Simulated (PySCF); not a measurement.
ClCu (SMILES [Cl][Cu]), singlet, at a GFN2-xTB geometry (such geometries of metal compounds can be far from the true shape), with bond 1-2 at 2.0 times its length; CAMB3LYP/STO-3G (PySCF).

Here is a job for PySCF.
```python
from pyscf import gto, scf, dft

mol = gto.M(
    atom='''
Cu    0.00000000    0.00000000   -2.80836752
Cl    0.00000000    0.00000000    1.29274060
''',
    basis='sto-3g',
    verbose=4,
)

mf = dft.RKS(mol)
mf.xc = 'camb3lyp'
mf.DIIS = scf.EDIIS
mf.kernel()
mf.analyze()
```

It wrote (shortened):

```
PySCF version 2.14.0

[INPUT] verbose = 4
[INPUT] num. atoms = 2
[INPUT] num. electrons = 46
[INPUT] charge = 0
[INPUT] spin (= nelec alpha-beta = 2S) = 0
[INPUT] symmetry False subgroup None
[INPUT] Mole.unit = angstrom
[INPUT] Symbol           X                Y                Z      unit          X                Y                Z       unit  Magmom
[...]
nuclear repulsion = 63.6131399977721
number of shells = 13
number of NR pGTOs = 81
number of NR cGTOs = 27
basis = sto-3g
ecp = {}

******** <class 'pyscf.dft.rks.RKS'> ********
method = RKS
initial guess = minao
damping factor = 0
level_shift factor = 0
DIIS = <class 'pyscf.scf.diis.EDIIS'>
diis_start_cycle = 1
diis_space = 8
diis_damp = 0
SCF conv_tol = 1e-09
SCF conv_tol_grad = None
SCF max_cycles = 50
direct_scf = True
direct_scf_tol = 1e-13
XC library pyscf.dft.libxc version 7.1.2
    S. Lehtola, C. Steigemann, M. J. T. Oliveira, and M. A. L. Marques,  SoftwareX 7, 1–5 (2018)
XC functionals = camb3lyp
    T. Yanai, D. P. Tew, and N. C. Handy,  Chem. Phys. Lett. 393, 51 (2004)
radial grids:
    Treutler-Ahlrichs [JCP 102, 346 (1995); DOI:10.1063/1.469408] (M4) radial grids

becke partition: Becke, JCP 88, 2547 (1988); DOI:10.1063/1.454033
pruning grids: <function nwchem_prune>
grids dens level: 3
symmetrized grids: False
atomic radii adjust function: <function treutler_atomic_radii_adjust>
small_rho_cutoff = 0
Set gradient conv threshold to 3.16228e-05
Initial guess from minao.
tot grids = 39520
init E= -2073.72849160119

WARN: HOMO 0.161976279154265 == LUMO 0.162013490309442

cycle= 1 E= -2065.22992949136  delta_E=  8.5  |g|= 0.0191  |ddm|= 5.37
[...]
cycle= 2 E= -2057.95524126104  delta_E= 7.27  |g|= 0.637  |ddm|= 6.07
[...]
cycle= 3 E= -2074.56452969231  delta_E= -16.6  |g|= 0.926  |ddm|= 6.26
[...]
cycle= 4 E= -2074.56452968911  delta_E= 3.21e-09  |g|= 0.926  |ddm|= 6.14e-09
[...]
cycle= 5 E= -2074.56452968915  delta_E= -4.05e-11  |g|= 0.926  |ddm|= 7.76e-11
[...]
cycle= 6 E= -2074.56452968909  delta_E= 6e-11  |g|= 0.926  |ddm|= 1.17e-10
[...]
cycle= 7 E= -2074.56452968902  delta_E= 6.68e-11  |g|= 0.926  |ddm|= 1.29e-10
[...]
cycle= 8 E= -2074.56452968998  delta_E= -9.57e-10  |g|= 0.926  |ddm|= 1.83e-09
[...]
cycle= 9 E= -2074.56452968973  delta_E= 2.46e-10  |g|= 0.926  |ddm|= 4.7e-10

WARN: HOMO 2.03771729356495 == LUMO 2.03814352268864

cycle= 10 E= -2065.22955901175  delta_E= 9.33  |g|= 0.0591  |ddm|= 5.86
[...]
cycle= 11 E= -2065.80423041144  delta_E= -0.575  |g|= 0.907  |ddm|= 6.02
[...]
cycle= 12 E= -2074.57304095895  delta_E= -8.77  |g|= 0.912  |ddm|= 5.41
[...]
cycle= 13 E= -2074.57304095895  delta_E= -1.36e-12  |g|= 0.912  |ddm|= 4.61e-14
[...]
cycle= 14 E= -2074.57304095891  delta_E= 4.14e-11  |g|= 0.912  |ddm|= 8.27e-11
[...]
cycle= 15 E= -2074.57304095807  delta_E= 8.4e-10  |g|= 0.912  |ddm|= 1.68e-09
[...]
cycle= 16 E= -2074.57304095895  delta_E= -8.8e-10  |g|= 0.912  |ddm|= 1.76e-09
[...]
cycle= 17 E= -2074.5730409589  delta_E= 4.64e-11  |g|= 0.912  |ddm|= 9.38e-11
[...]
cycle= 18 E= -2074.57304095896  delta_E= -5.82e-11  |g|= 0.912  |ddm|= 1.16e-10
[...]
cycle= 19 E= -2065.22940647741  delta_E= 9.34  |g|= 0.0689  |ddm|= 5.87
[...]
cycle= 20 E= -2065.80267923702  delta_E= -0.573  |g|= 0.912  |ddm|= 6.02
[...]
cycle= 21 E= -2074.57304499885  delta_E= -8.77  |g|= 0.912  |ddm|= 5.41
[...]
cycle= 22 E= -2074.57304499885  delta_E= 4.55e-13  |g|= 0.912  |ddm|= 7.37e-14
[...]
cycle= 23 E= -2074.57304499885  delta_E=    0  |g|= 0.912  |ddm|= 3.41e-14
[...]
cycle= 24 E= -2074.57304499886  delta_E= -1.36e-11  |g|= 0.912  |ddm|= 2.18e-11
[...]
cycle= 25 E= -2074.57304499885  delta_E= 1.27e-11  |g|= 0.912  |ddm|= 2.18e-11
[...]
cycle= 26 E= -2074.57304499886  delta_E= -1.27e-11  |g|= 0.912  |ddm|= 2.18e-11
[...]
cycle= 27 E= -2074.57304501077  delta_E= -1.19e-08  |g|= 0.912  |ddm|= 2.37e-08
[...]
cycle= 28 E= -2065.22940483546  delta_E= 9.34  |g|= 0.069  |ddm|= 5.87
[...]
cycle= 29 E= -2065.80265957757  delta_E= -0.573  |g|= 0.912  |ddm|= 6.02
[...]
cycle= 30 E= -2074.57304503559  delta_E= -8.77  |g|= 0.912  |ddm|= 5.41
[...]
cycle= 31 E= -2074.57304503559  delta_E= -4.55e-13  |g|= 0.912  |ddm|= 4.23e-14
[...]
cycle= 32 E= -2074.57304503559  delta_E= -9.09e-13  |g|= 0.912  |ddm|= 2.72e-14
[...]
cycle= 33 E= -2074.57304503559  delta_E= 1.36e-12  |g|= 0.912  |ddm|= 2.76e-14
[...]
cycle= 34 E= -2074.57304503559  delta_E= -1.36e-12  |g|= 0.912  |ddm|= 3.15e-14
[...]
cycle= 35 E= -2074.5730450356  delta_E= -6.82e-12  |g|= 0.912  |ddm|= 1.23e-11
[...]
cycle= 36 E= -2074.57304503559  delta_E= 7.73e-12  |g|= 0.912  |ddm|= 1.23e-11
[...]
cycle= 37 E= -2065.22940481457  delta_E= 9.34  |g|= 0.069  |ddm|= 5.87
[...]
cycle= 38 E= -2065.80265932394  delta_E= -0.573  |g|= 0.912  |ddm|= 6.02
[...]
cycle= 39 E= -2074.57304503603  delta_E= -8.77  |g|= 0.912  |ddm|= 5.41
[...]
cycle= 40 E= -2074.57304503603  delta_E=    0  |g|= 0.912  |ddm|= 2.66e-14
[...]
cycle= 41 E= -2074.57304503603  delta_E= -4.55e-13  |g|= 0.912  |ddm|= 2.31e-14
[...]
cycle= 42 E= -2074.57304503603  delta_E= 4.55e-13  |g|= 0.912  |ddm|= 3.86e-14
[...]
cycle= 43 E= -2074.57304503603  delta_E= 4.55e-13  |g|= 0.912  |ddm|= 2.95e-14
[...]
cycle= 44 E= -2074.57304503603  delta_E= -1.82e-12  |g|= 0.912  |ddm|= 4.36e-14
[...]
cycle= 45 E= -2074.57304503603  delta_E= 1.82e-12  |g|= 0.912  |ddm|= 3.51e-14
[...]
cycle= 46 E= -2065.22940481422  delta_E= 9.34  |g|= 0.069  |ddm|= 5.87
[...]
cycle= 47 E= -2065.80265932064  delta_E= -0.573  |g|= 0.912  |ddm|= 6.02
[...]
cycle= 48 E= -2074.57304503603  delta_E= -8.77  |g|= 0.912  |ddm|= 5.41
[...]
cycle= 49 E= -2074.57304503603  delta_E=    0  |g|= 0.912  |ddm|= 5.38e-14
[...]
cycle= 50 E= -2074.57304503603  delta_E= -4.55e-13  |g|= 0.912  |ddm|= 2.75e-14
SCF not converged.
SCF energy = -2074.57304503603
**** SCF Summaries ****
Total Energy =                       -2074.573045036034728
Nuclear Repulsion Energy =              63.613139997772123
One-electron Energy =                -3062.414465323033255
Two-electron Energy =                  924.228280289226518
Two-electron Coulomb Energy =         1022.546717009924123
DFT Exchange-Correlation Energy =      -98.318436720697605
HOMO-LUMO gap [eV] =                    15.664952017010721
**** MO energy ****
[...]
 ** Mulliken pop on meta-lowdin orthogonal AOs  **
 ** Mulliken pop  **
[...]
 ** Mulliken atomic charges  **
charge of    0Cu =      0.99960
charge of    1Cl =     -0.99960
Dipole moment(X, Y, Z, Debye):  0.00000,  0.00000, -19.70196
```

Convergence was not reached.
